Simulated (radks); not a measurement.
Numerical settings for the iron ion Fe+, [Ar] 3d6 4s1. Calculated with a radial shooting solver on a logarithmic mesh with Libxc functionals: scalar-relativistic Kohn-Sham, SCAN, spin-polarised, spherical densities, finite nucleus; open shells are filled with parallel spins first; meta-GGA in the generalised Kohn-Sham scheme; Fermi nuclear charge, rms radius 3.7377 fm. The defaults (mesh step 0.008 in ln r, mesh end at 40 bohr or more with all orbitals vanishing there, Anderson mixing 0.5 over 9 steps, residual threshold near 1e-9 with the energy settled to 1e-9 hartree or 1e-11 of itself, here a cap of 76 iterations) give E = -1272.671 hartree and 3d at -12.420 eV in 17 iterations. Run on one thread of a shared host, so times are rough (Arm Neoverse V2): 0.17 s of CPU time, 0.17 s wall, 17 iterations on 2259 mesh points. Changes against that run (0 stands for a change within the tolerance of the run):

setting                    iterations  converged  E (mhartree)  e(3d) (meV)  CPU (s)
mesh step in ln r 0.08              7         no      diverged            -     0.03
mesh step in ln r 0.012            15        yes         +1.65      +0.0782     0.11
mesh step in ln r 0.2               4         no      diverged            -     0.01
mesh end (bohr) 12                 17        yes        +0.133      +0.0146     0.16
mesh end (bohr) 8                   5         no      diverged            -     0.12
residual threshold 1e-13           76         no             0            0     0.42
residual threshold 1e-05           15        yes             0       +0.021     0.16
mixing 0.05                        31        yes             0            0      0.3
linear mixing, mixing 0.8           3         no      diverged            -     0.08
linear mixing, mixing 0.5           4         no      diverged            -     0.09
mixing history 20                  17        yes             0            0     0.17
iteration cap 2                     2         no          +290    -2.06e+04     0.03

Settings that end as converged yet miss the energy by more than 1 mhartree: mesh step in ln r 0.012 (+0.00165 hartree). A mesh that ends early acts as a hard wall.
